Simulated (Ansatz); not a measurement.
Ansatz (an electronic-structure program) input (HF/aug-cc-pVTZ):

Ansatz 0.2 input:
```yaml
crystal:
  periodic: [false, false, false]
  atoms:
    - {symbol: O, position_ang: [0.42347817, 1.17381684, -1.15578047]}
    - {symbol: Ge, position_ang: [-0.13443619, -0.07647536, 0.04928116]}
    - {symbol: O, position_ang: [-1.03117296, 0.70297661, 1.28967065]}
    - {symbol: O, position_ang: [-0.48330702, -1.56450361, -0.73449774]}
    - {symbol: O, position_ang: [1.65459915, 0.00831812, 0.39400598]}
    - {symbol: H, position_ang: [0.56153802, 2.07499890, -0.80027564]}
    - {symbol: H, position_ang: [-1.59913456, 0.16914913, 1.86357228]}
    - {symbol: H, position_ang: [-1.39960933, -1.87501443, -0.76430297]}
    - {symbol: H, position_ang: [2.23038512, -0.48678563, -0.22317803]}
basis:
  gaussian:
    orbitals: aug-cc-pVTZ
hamiltonian:
  xc: hf
total_charge: 1
magnetization: {spin_polarized: true, initial_magnetization: 1}
```

Output:

```
Functional definition: HF
integrals: 0.41 GiB planned
1903 factors; their error is unknown
mean field: 3.14 GiB planned
mean field evaluation 1: about -64673.5048 eV, gradient 5.2e1 eV
mean field evaluation 2: about -64678.8833 eV, gradient 3.3e1 eV
mean field evaluation 4: about -64682.2167 eV, gradient 1.7e0 eV
mean field evaluation 8: about -64682.2446 eV, gradient 2.0e-1 eV
mean field evaluation 16: about -64683.2269 eV, gradient 4.4e-2 eV
mean field evaluation 32: about -64683.2814 eV, gradient 1.1e0 eV
mean field evaluation 64: about -64683.1944 eV, gradient 9.7e-1 eV
mean field evaluation 96: about -64677.5733 eV, gradient 2.4e1 eV
mean field evaluation 128: about -64678.8841 eV, gradient 3.3e1 eV
mean field -64683.32607085 eV, -2377.0683891705 hartree, gradient 2.4e-5 eV, S^2 0.772362; 3 other end points of the search recorded, 0 dependent functions left out
reference -64683.32607085 eV, -2377.0683891705 hartree; 34, 33 occupied and 301, 302 virtual orbitals, 1903 factors
Total energy: -64683.32607085 eV, -2377.0683891705 hartree
```
